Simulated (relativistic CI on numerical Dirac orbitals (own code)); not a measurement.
One change at a time: Cu XXII

Base calculation: Dirac-Coulomb-Breit CI, orbitals from a KLI potential per configuration, model QED (radiative potential, 1s self-energy scaled to tabulated hydrogen-like ionisation energies), unscaled Slater integrals.

Configurations in the expansion (outside the closed core 1s2): 2s²2p⁴, 2s2p⁵, 2p⁶, 2p⁵3s, 2p⁵3p, 2p⁵3d, 2s²2p³3s, 2s²2p³3p, 2s²2p³3d, 2s2p⁴3s, 2s2p⁴3p, 2s2p⁴3d, 2s²2p³4s, 2s²2p³4p, 2s²2p³4d, 2s²2p³4f. Levels of other configurations are missing.

Variants: (1) only the first 3 configurations. Shifts of the energy above 2s²2p⁴ ³P2, in eV, for the lowest level and the first level of each name with at least 55 % of one term (blank where a level changes its place among those of its configuration and J or its character, or is not in the variant):

```
        Level     Base   Δ(1)
   2s²2p⁴ ³P2     0.00   0.00
   2s²2p⁴ ³P0    12.58  -0.16
   2s²2p⁴ ³P1    18.79  +0.01
   2s²2p⁴ ¹D2    29.76  -0.04
   2s²2p⁴ ¹S0    56.54  -0.37
   2s2p⁵ ³P°2   138.11  +0.20
   2s2p⁵ ³P°1   149.89  +0.23
   2s2p⁵ ³P°0   159.85  +0.20
   2s2p⁵ ¹P°1   191.39  +0.62
      2p⁶ ¹S0   319.53  +1.12
2s²2p³3s ⁵S°2  1076.48       
2s²2p³3s ³S°1  1083.19       
2s²2p³3s ³D°1  1101.07       
2s²2p³3s ³D°3  1106.85
```

At this charge energies of transitions that change n are usually good to better than 1 %, and those within a shell (Δn = 0) to a few per cent.

Ionisation energy from the two ground configurations alone: base 1915.5 eV. The NIST ASD value (semi-empirical) is 1918 eV.

LS names give the leading component of a level, which can be under half, so a name can repeat, a term be missing and a line seem to break the LS rules.
